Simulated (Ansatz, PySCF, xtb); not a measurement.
Breaking the Ge2–H3 bond in BGeH5 (SMILES [BH2][GeH3]) (multiplicity 1 held, fragments rigid). Energies count from the point at 1.540 Å.
Geometry at that point (charge 0, multiplicity 1):
```xyz
7

B     -1.684    -0.090    -0.388
Ge     0.324     0.013     0.073
H      1.161    -1.182    -0.418
H      0.935     1.296    -0.532
H      0.506     0.120     1.602
H     -2.405     0.793    -0.046
H     -2.153    -1.005    -0.986
```

R- and RO- levels are restricted; in cc, def2 and unpolarised 6-31G sets they are followed outwards from rest. U- levels take the lowest unrestricted solution at each point, which mixes spins at long bonds. Curves can end on different states.

Rows in LANL2DZ carry no dispersion term and start afresh at each structure. LANL2DZ brings its own core potentials from Na on.

Programs: Ansatz (a first-principles code); PySCF for LANL2DZ rows; xtb for the GFN methods. Each number belongs to the level named beside it. The GFN methods have no spin term and hold the electronic entropy of 300 K.

One of these levels gives 84.77 kcal/mol for the energy at R = 4.927 Å. Name it.
A. U-PBE/cc-pVTZ
B. R-B3LYP/LANL2DZ
C. GFN2-xTB
D. R-wB97X-V/cc-pVTZ

A, U-PBE/cc-pVTZ. The others give 95.94 (GFN2-xTB), 126.41 (R-B3LYP/LANL2DZ), 151.04 (R-wB97X-V/cc-pVTZ)

Doubts at one or more of the structures used: a spin-contaminated determinant (U-PBE/cc-pVTZ); a restricted determinant that unrestricted orbitals would lower (R-wB97X-V/cc-pVTZ).
